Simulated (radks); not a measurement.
The numbers below are computed, except where a source is named.
Task: Ionisation of the hafnium ion Hf+, [Xe] 4f14 5d1 6s2, to Hf2+, [Xe] 4f14 5d2, under several functionals. Scalar-relativistic Kohn-Sham, spin-polarised, spherical densities, finite nucleus; open shells are filled with parallel spins first (spin-orbit coupling, left out, can overturn this in heavy ions); a radial shooting solver on a logarithmic mesh with Libxc functionals. Known Delta-SCF values: RPBE 14.926 eV; LDA (Slater exchange, Perdew-Zunger correlation) 15.481 eV; exchange-only B88 14.516 eV. What does SCAN give, and what is its highest occupied eigenvalue?

Result: 15.192 eV by Delta-SCF; the 5d eigenvalue is -11.104 eV. NIST: 14.61 eV (theoretical).
